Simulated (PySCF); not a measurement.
Computed vibrations of Nd2O2F2

Nd2O2F2 (singlet in the valence; each metal's 4f electrons, 3 of them, lie in its core potential, out of spins and levels). PySCF 2.14.0, RKS PBE0, Nd lcecp-1-SVP with ECP49, O def2-SVP, F def2-SVP; non-relativistic Hamiltonian with scalar-relativistic core potentials where named; density fitting; no spin-orbit coupling. Central differences of gradients.

```xyz
6

Nd    0.0000   -0.7297    1.4500
Nd    0.0000    0.7297   -1.4500
O     1.3467    0.0000    0.0000
O    -1.3467    0.0000    0.0000
F     0.0000    0.5001    3.1382
F     0.0000   -0.5001   -3.1382
```

Run from Python with OMP_NUM_THREADS=2. Where DIIS fails, smearing, a level shift and second-order steps follow.
It took 2 min on 2 threads of Arm Neoverse V1, with other jobs on the host.

What are the harmonic wavenumbers and infrared intensities?

Modes are labelled in C2h; negative numbers are unstable modes, those under 60 cm⁻¹ near the noise; a finer grid moves soft modes by up to 10 cm⁻¹.
```json
{"cm⁻¹": "44", "km/mol": "23.0", "symmetry": "bu"}
{"cm⁻¹": "78", "km/mol": "0.0", "symmetry": "ag"}
{"cm⁻¹": "81", "km/mol": "22.7", "symmetry": "au"}
{"cm⁻¹": "154", "km/mol": "0.0", "symmetry": "bg"}
{"cm⁻¹": "232", "km/mol": "0.0", "symmetry": "ag"}
{"cm⁻¹": "245", "km/mol": "57.4", "symmetry": "bu"}
{"cm⁻¹": "391", "km/mol": "0.0", "symmetry": "bg"}
{"cm⁻¹": "530", "km/mol": "228.5", "symmetry": "au"}
{"cm⁻¹": "534", "km/mol": "432.3", "symmetry": "bu"}
{"cm⁻¹": "545", "km/mol": "0.0", "symmetry": "ag"}
{"cm⁻¹": "602", "km/mol": "0.0", "symmetry": "ag"}
{"cm⁻¹": "639", "km/mol": "383.4", "symmetry": "bu"}
```

Is this a minimum?

Yes, within the noise of the softest modes. Ideal gas at 298.15 K and 1 bar: S = 415.1 J/(mol K), Cp = 110.0 J/(mol K), H − H(0 K) = 23.7 kJ/mol (rigid rotor, harmonic modes, spin degeneracy alone, that of the 4f electrons in the core included; the modes under 60 cm⁻¹ make these uncertain).

An lcecp potential fixes the number of 4f electrons, so in runs with it no electron can move into or out of that shell.
